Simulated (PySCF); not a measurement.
# Excited states of Ge⁴⁺ (germanium, charge +4)

Ground state [Ar] 3d10, ¹S. Calculation: PySCF 2.14, in aug-cc-pVTZ-DK with one added diffuse shell each of s, p, d, f type (8s7p5d3f, 75 functions); scalar relativity by spin-free X2C-1e. Vertical excitation energies in eV without spin-orbit coupling; excited terms of each kind are numbered among those the solver found. Frozen: [Ar].

| term | leading excitation | EOM-EE-CCSD |
| --- | --- | --- |
| 1 3D | 3d → s | 29.225 |
| 1 1D | 3d → s | 29.867 |
| 1 3P° | 3d → p | 40.247 |
| 1 3F° | 3d → p | 40.778 |
| 1 1F° | 3d → p | 41.174 |
| 1 1D° | 3d → p | 41.699 |
| 1 3D° | 3d → p | 41.705 |
| 1 1P° | 3d → p | 41.861 |
| 1 3S | 3d → d | 56.458 |
| 1 3G | 3d → d | 57.130 |
| 1 1G | 3d → d | 57.271 |

The solver can miss terms.
